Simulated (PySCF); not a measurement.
ZrF₃, SMILES [F][Zr+]([F])[F], charge +1, multiplicity 1.

Geometry optimised at B3LYP-D3(BJ)/def2-TZVP. The spin state was assumed, not searched. The isomer is the one that the SMILES or the coordinates give; other isomers of the formula were not compared. The def2 effective core potentials stand for the cores of Zr; spin–orbit coupling is left out.

Two levels are set side by side: TDA-PBE/def2-SVPD (PySCF) and TDA-LC-ωPBE/def2-SVPD (PySCF). Vertical, same geometry. The lowest singlet is HOMO−2→LUMO 100 % with PBE and HOMO→LUMO 92 % with the other functional; states are paired by order. Differences are taken from unrounded values.

```json
[
 {"quantity": "lowest singlet excitation (eV)", "TDA-LC-ωPBE": "7.52"},
 {"quantity": "lowest triplet excitation (TDA) (eV)", "TDA-LC-ωPBE": "7.35"}
]
```

Problem. What does TDA-PBE give, and how far is it from TDA-LC-ωPBE? (The exact figures need the calculation; the answer reports its results.)

Solution. 
```json
[
 {"quantity": "lowest singlet excitation (eV)", "TDA-PBE": "5.83", "TDA-PBE minus TDA-LC-ωPBE": "-1.69"},
 {"quantity": "lowest triplet excitation (TDA) (eV)", "TDA-PBE": "5.74", "TDA-PBE minus TDA-LC-ωPBE": "-1.60"}
]
```

Functionals without exact exchange tend to place singlet excitations lower, as here. Differences between two approximate levels are no errors against the true value.

Rough cost on one machine, each run with all the roots and properties that it gave: TDA-LC-ωPBE against TDA-PBE about 3 times.
